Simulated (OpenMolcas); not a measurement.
# Pb²⁺: CASPT2 settings compared

```yaml
Program: OpenMolcas
Basis: ANO-RCC-VQZP [9s8p6d4f3g]
Scalar_Hamiltonian: X2C, point nucleus
Active_space: 2 electrons in 4 orbitals (6s 6p)
State_averaging: 2S+1 = 1 even, 7 roots; 2S+1 = 3 even, 3 roots kept (CI in the orbitals of an earlier block); 2S+1 = 1 odd, 3 roots; 2S+1 = 3 odd, 3 roots kept (CI in the orbitals of an earlier block)
Spin-orbit_coupling: state interaction with AMFI integrals over the reference wave functions, term energies averaged over their components
```

Methods on the same reference wave functions:
A. CASSCF
B. SS-CASPT2, IPEA 0.4 Eh, sigma2 regulariser 0.3 Eh (closed shells correlated: 5d)
C. MS-CASPT2, IPEA 0.4 Eh, sigma2 regulariser 0.3 Eh (closed shells correlated: 5d)
D. XMS-CASPT2, IPEA 0.15 Eh, sigma1 regulariser 0.4 Eh (closed shells correlated: 5d)

Energies in cm-1 above 6s2 1S0, the measured ground level; measured values from Moore, Atomic Energy Levels, vol. III, NSRDS-NBS 35 (1971 reprint of NBS Circular 467, 1958).

```
      Level       A       B       C       D  Measured
    6s2 1S0     0.0     0.0     0.0     0.0       0.0
6s 6p 3P* 0   61337   66170   66800   67850     60397
6s 6p 3P* 1   64169   68700   69330   70350     64391
6s 6p 3P* 2   72379   77220   77850   78890          
6s 6p 1P* 1   96961   93280   93910   94430     95340
    6p2 3P0  142490  147910  148550  149440    142551
    6p2 3P1  151406  157960  158590  159730    155432
    6p2 1S0  187459  185440  186690  186350    188615
```

Deviations, from unrounded energies. A percentage is the sum of absolute deviations over the sum of measured energies, with the sign that they share, or ± where signs differ.

```tsv
Against measurement	Levels	A	B	C	D
mean absolute deviation (cm-1)	6	1300	3900	4000	4600
other configurations (%)	6	±1.1	±3.3	±3.4	±3.9
```

A lies closest to measurement on these levels and D furthest from it. The largest miss of A in the table is 6p2 3P1, by -4000 cm-1. The ranking rests on the paired levels alone, and a cruder setting can come out closer through cancelling errors.

Among B to D the level of the table that moves most is 6p2 3P1, by 1800 cm-1 (lowest in B, highest in D). Moves below CASPT2's spread within the term are not significant.

The lowest spin-free term lies below A's lowest term by 0.415 hartree in B, 0.418 hartree in C, 0.430 hartree in D.

CASPT2 breaks the degeneracy within a term, and the mean is taken; among the terms shown or strongly mixed into the levels shown the widest spread is 33 cm-1 (6s 6p 1P*, D). Terms from blocks run as CI alone lack orbitals of their own. The ¹D term of p² mixes with s d, which this space lacks. Spin-orbit splittings of 6p shells tend to come out small when the coupling is added on scalar orbitals. Measured partners are found by configuration, term and J. A level has none where our copy of the source lacks it or the pairing is in doubt (some pairs that miss far off the trend of their configuration count as doubtful), and it then counts in no deviation. Only configurations of the active space appear. The table leaves out levels that lie high or whose names do not pair safely across all columns.

* marks odd parity.
